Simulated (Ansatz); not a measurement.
C₈H₁₅N₂, that is 1-butyl-3-methylimidazolium with one electron more, relaxed as a doublet with UKS PBE0-D4/def2-SVP in Ansatz, starting from the PBE0-D4/def2-SVP geometry of the charge +1 singlet. Force threshold 0.03 eV/Å.

The relaxation made no stability test and no search for a lower SCF solution.

Start:

```tsv
atom	x (Å)	y (Å)	z (Å)
C1	-2.771	0.239	-2.193
C2	-1.919	0.633	-0.997
C3	-0.584	1.245	-1.399
C4	0.283	1.698	-0.235
N5	0.682	0.591	0.644
C6	0.147	0.296	1.873
C7	0.766	-0.834	2.322
N8	1.666	-1.208	1.354
C9	2.566	-2.349	1.429
C10	1.596	-0.334	0.349
H11	-2.997	1.111	-2.828
H12	-3.729	-0.196	-1.874
H13	-2.260	-0.507	-2.823
H14	-2.471	1.355	-0.368
H15	-1.747	-0.255	-0.362
H16	-0.013	0.539	-2.030
H17	-0.752	2.133	-2.031
H18	1.202	2.193	-0.581
H19	-0.252	2.417	0.402
H20	-0.627	0.908	2.332
H21	0.639	-1.392	3.247
H22	3.073	-2.475	0.465
H23	1.990	-3.257	1.652
H24	3.316	-2.184	2.215
H25	2.193	-0.367	-0.561
```

Q: Estimate the energy that the relaxation releases and the steps that it takes.

A: 0.67 eV, in 25 steps; 6.1 min on 4 threads of Arm Neoverse N1 on a shared host. The force fell under the threshold at step 24, but the optimiser went on. No frequencies were taken in this run, so the end may be a saddle point.

Q: Does the start keep its bonding?

A: By distances, no bond broke or formed. The bond that changes most is N8–C10, from 1.33 to 1.41 Å (atoms count from 1).

Q: Predict the relaxed structure.

A: 
Cartesian coordinates in Å:
```
C -2.5896 0.0454 -2.1449
C -1.8045 0.5628 -0.9502
C -0.5248 1.2854 -1.3445
C 0.2747 1.8206 -0.1593
N 0.7549 0.8019 0.7355
C 0.0925 0.3450 1.8594
C 0.6622 -0.8193 2.2507
N 1.7035 -1.1116 1.3822
C 2.2729 -2.4149 1.2187
C 1.6754 -0.1814 0.3233
H -2.8810 0.8654 -2.8216
H -3.5103 -0.4716 -1.8338
H -1.9907 -0.6685 -2.7333
H -2.4395 1.2433 -0.3532
H -1.5506 -0.2780 -0.2825
H 0.1240 0.5964 -1.9128
H -0.7586 2.1294 -2.0179
H 1.1423 2.3948 -0.5311
H -0.3368 2.5230 0.4309
H -0.7141 0.9118 2.3193
H 0.4397 -1.4440 3.1128
H 1.6998 -3.0417 0.5073
H 2.3135 -2.9285 2.1898
H 3.3029 -2.3309 0.8389
H 2.6423 0.1653 -0.0837
```
Bond lengths: 6 × C–N 1.38 to 1.44 Å; 4 × C–C 1.35 to 1.53 Å; 15 × C–H 1.09 to 1.11 Å.
